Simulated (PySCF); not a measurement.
**A run with a changed setting**

The sound run of Dy(NH2)3 (singlet in the valence; each metal's 4f electrons, 9 of them, lie in its core potential, out of spins and levels) uses PySCF 2.14.0, RKS PBE0, Dy lcecp-1-SVP with ECP55, N def2-SVP, H def2-SVP; non-relativistic Hamiltonian with scalar-relativistic core potentials where named; density fitting; no spin-orbit coupling, grid (50, 194), threshold 1e-8 and 55 cycles at the relaxed geometry:
```xyz
10

Dy   -0.0047   -0.0068   -0.0517
N     2.1690   -0.0015    0.0080
H     2.7895   -0.8038    0.1223
H     2.7888    0.8068   -0.0618
N    -1.0844    1.8714   -0.2344
H    -2.0944    2.0201   -0.2220
H    -0.6780    2.8039   -0.3217
N    -1.0907   -1.8746    0.1997
H    -0.6932   -2.8059    0.3281
H    -2.1019   -2.0096    0.2335
```
This run, with dm0 from free metal ions and neutral atoms, differs:

```python
mol = gto.M(atom='''
Dy    -0.00470    -0.00684    -0.05173
N      2.16905    -0.00146     0.00798
H      2.78952    -0.80381     0.12229
H      1.05141     0.30076    -0.05552
N     -1.08445     1.87143    -0.23439
H     -2.09441     2.02011    -0.22196
H     -0.67796     2.80389    -0.32171
N     -1.09071    -1.87456     0.19967
H     -0.69322    -2.80593     0.32811
H     -2.10188    -2.00961     0.23350''',
    basis={'Dy': 'lcecp-1-SVP', 'N': 'def2-SVP', 'H': 'def2-SVP'},
    ecp={'Dy': 'lcecp-1-SVP'},
    charge=0, spin=0)
mf = dft.RKS(mol, xc='PBE0')
mf.grids.atom_grid = (50, 194)  # f atoms: unpruned, at least (60, 302)
mf = mf.density_fit()  # fitting sets: Dy AutoAux, N def2-universal-JKFIT, H def2-universal-JKFIT
mf.conv_tol = 1e-08; mf.max_cycle = 88
mf.kernel(dm0)
mf.nuc_grad_method().kernel()
```

What was changed, and how did it end?

One atom was put far too close to the first. It converged in 10 cycles, 13.172 eV from the sound run, largest force component 39.46 eV/Å. The cycle limit differs too. These settings are unsound on purpose: the numbers aren't the compound's.
```
init E= -207.771695818017
cycle= 1 E= -204.176262330442  delta_E=  3.6  |g|= 0.446  |ddm|= 3.38
cycle= 2 E= -204.122248944338  delta_E= 0.054  |g|= 0.619  |ddm|= 0.936
cycle= 3 E= -204.213206439038  delta_E= -0.091  |g|= 0.21  |ddm|= 0.702
cycle= 4 E= -204.22289428536  delta_E= -0.00969  |g|= 0.0684  |ddm|= 0.191
cycle= 5 E= -204.223977169031  delta_E= -0.00108  |g|= 0.0202  |ddm|= 0.0718
...
cycle= 8 E= -204.224075190617  delta_E= -3.58e-08  |g|= 0.000434  |ddm|= 0.000802
cycle= 9 E= -204.224075234649  delta_E= -4.4e-08  |g|= 8.67e-05  |ddm|= 0.000408
cycle= 10 E= -204.224075236659  delta_E= -2.01e-09  |g|= 2.09e-05  |ddm|= 0.00011
Extra cycle  E= -204.224075236361  delta_E= 2.98e-10  |g|= 4.34e-05  |ddm|= 7.07e-05
converged SCF energy = -204.224075236361
```

Run from Python with OMP_NUM_THREADS=2; the lines above give its settings.
It took 8.8 s on 2 threads of Intel(R) Xeon(R) Platinum 8375C CPU @ 2.90GHz (Ice Lake), with other jobs on the host.

No frequency check is given that shows the relaxed geometry to be a minimum, and it was reached by following one of several unstable modes of a saddle point. An lcecp potential fixes the number of 4f electrons, so in runs with it no electron can move into or out of that shell.
